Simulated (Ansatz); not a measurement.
Consider the substitution at a C–C bond: `CCC(CC)CC` + `Cl[SiH2][NH][GeH3]` → `CC[N]([GeH3])[SiH2]Cl` + `CCCCC`.

Computed with Ansatz on PBE0-D4/def2-TZVP structures; ΔE is electronic, products minus reactants. CBS: MP2 limit from def2 TZ/QZ plus the TZ coupled-cluster correction, frozen cores. DFT in def2-TZVPP. For Ge outer-core shells are correlated without core-valence functions, which leaves a few kJ/mol of doubt a bond. Scalar relativity is left out up to krypton. One conformer a species, not always the lowest.

| species | CAM-B3LYP energy (Eh) |
| --- | --- |
| `CCC(CC)CC` | -276.32207 |
| `Cl[SiH2][NH][GeH3]` | -2885.30346 |
| `CC[N]([GeH3])[SiH2]Cl` | -2963.89792 |
| `CCCCC` | -197.71701 |

Task: Work out ΔE.

Result: ΔE = (-2963.89792) + (-197.71701) − (-276.32207) − (-2885.30346) = 0.01060 Eh = +0.29 eV. CCSD(T)/CBS gives +0.31 eV.

Largest T1 diagnostic among the species: 0.011.

Leaving LDA and LC-ωPBE aside and taking each functional with its dispersion term where it has one, the values, not all of them listed here, spread over 0.11 eV, from BLYP-D4 to B97M-V. The D4 term adds −0.04 eV with B3LYP and −0.02 eV with PBE0; it sums over pairs of atoms, weighted by their polarisabilities, and B3LYP, whose exchange is more repulsive, gets the larger term. From BLYP to BHLYP (50 % exact exchange), in def2-TZVPP and without D4, ΔE moves by +0.05 eV.

B3LYP here is the variant with VWN-RPA as its local correlation; programs differ in this.
